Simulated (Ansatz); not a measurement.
## Correcting a cheap level on molecular compounds of Sn

The vertical ionisation energy (cation less neutral) in eV of 6 molecular compounds of Sn: x at B2PLYP/def2-TZVPP, y at CCSD(T)/def2-TZVPP. Shapes, held fixed at every level: PBE0-D4/def2-TZVP. Flexible molecules stand in one conformer, not always the lowest. Programs: Ansatz 0.2.0.

| molecule | x (eV) | y (eV) |
| --- | --- | --- |
| Sn(NH2)Cl | 9.72 | 9.71 |
| Sn(OH)2 | 9.81 | 9.85 |
| CH4O2Sn (SMILES C[O][Sn][OH]) | 9.83 | 10.07 |
| SnBrCl (SMILES [Cl][Sn][Br]) | 9.88 | 9.90 |
| CH3FOSn (SMILES C[O][Sn][F]) | 10.20 | ? |
| SnBrF (SMILES [F][Sn][Br]) | 10.24 | 10.24 |

**Question.** Fit y = c + s·x to the known rows and predict y for CH3FOSn.

**Answer.** 
1. Means of the 5 rows: x = 9.8960, y = 9.954.
2. Σ(Δx)² = 0.16132, Σ(Δx·Δy) = 0.14348, so the slope is 0.14348/0.16132 = 0.88941.
3. Intercept: 9.954 − (0.88941) × 9.8960 = 1.152. The largest residual of the fit is 0.17.
4. CH3FOSn: 1.152 + 0.88941 × 10.20 = 10.22 eV.

CCSD(T)/def2-TZVPP gives 10.25 eV, so the prediction is off by -0.03 eV, within the largest residual. Uncorrected, B2PLYP/def2-TZVPP misses CH3FOSn by -0.05 eV, and the other rows by 0.06 on average. The line removes about 40 % of this miss, partly by chance. SnBrF lies far out in x and weighs most in the slope. Left out in turn, the other rows are missed by 0.15 eV on average, worse than no correction. Cations run unrestricted. For atoms past krypton def2 sets carry core potentials with scalar relativity. Relativity is left out for Br. Outer-core shells of Br, Sn are correlated, in sets that cover them unevenly.
